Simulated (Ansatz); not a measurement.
Basis-set extrapolation for C5H9AlO2, SMILES `[CH3][Al-]1([CH3])[O]C=CC=[O+]1` (PBE0-D4/def2-TZVP geometry, frozen core, Ansatz). Multiplicity 1, RHF reference.

|  | def2-TZVPP | def2-QZVPP |
| --- | --- | --- |
| HF | -586.471836 | -586.494923 |
| MP2 correlation | -1.361988 | -1.457901 |
| CCSD(T) correlation | -1.471186 | not run |

Energies in hartree. Use E(X) = E(∞) + A·exp(−7.88·√X) for Hartree–Fock and E(X) = E(∞) + B·X^(−2.97) for correlation, with X = 3 and 4, and add CCSD(T) minus MP2 of the smaller set to the MP2 limit.

Question: What is the CCSD(T) energy at the basis-set limit?

Answer: HF limit: -586.494923 + (-0.023087) × 0.13774 = -586.49810. MP2 limit: -1.457901 + (-0.095913) × 0.74074 = -1.52895. Higher-order term: -1.471186 − (-1.361988) = -0.10920. Total: -588.13625 hartree, 507.3 kJ/mol below CCSD(T)/def2-TZVPP.
